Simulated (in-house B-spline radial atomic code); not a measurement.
A run on an ion of nuclear charge 59 with 59.6 electrons that did not converge. Method: scalar-relativistic (X2C) SCAN, spin-polarised, spherical fractional occupations, Fermi nucleus of rms radius 4.8919 fm; computed with a B-spline radial code for spherical atoms.

Command:
```bash
python run_scf.py task.json out
```
Settings (nuclear radius in fm, mass in u):
```
Z                59
configuration    [Xe] 4f3.6 6s2
hamiltonian      x2c
method           scan,scan
spin_polarised   True
nucleus          fermi
rms_radius       4.8919
atomic_mass      140.90766
speed_of_light   137.035999084
```

First and last ten iterations of the last attempt (damped for 15 steps, keeping 80 % of the old Fock matrix, then DIIS):
```
 iter        energy (Eh)    residual
    1       -9232.481699    1.85e-01
    2       -9231.921058    3.54e-01
    3       -9234.652016    2.11e-01
    4       -9235.986215    1.33e-01
    5       -9236.603910    8.40e-02
    6       -9236.876540    6.00e-02
    7       -9236.992616    4.22e-02
    8       -9237.042304    2.88e-02
    9       -9237.066614    2.07e-02
   10       -9233.420261    1.63e-01
  111       -9227.552593    5.58e-01
  112       -9226.929573    5.72e-01
  113       -9227.910671    5.47e-01
  114       -9228.587585    5.30e-01
  115       -9228.872171    5.14e-01
  116       -9229.420424    4.89e-01
  117       -9230.754518    4.34e-01
  118       -9232.567775    4.14e-01
  119       -9215.225381    1.51e-01
  120       -9220.912194    9.58e-02
 not converged after 120 iterations
```

The smallest residual met was 2.0e-02; the threshold is about 6e-07. No energy from this run should be used. The likely cause: this method binds the added charge weakly or not at all at the basis-set limit, so charge moves back and forth between the atom and the box. Cost of the run: 3.9 s on 1 thread of Arm Neoverse V1, with other jobs on the host.
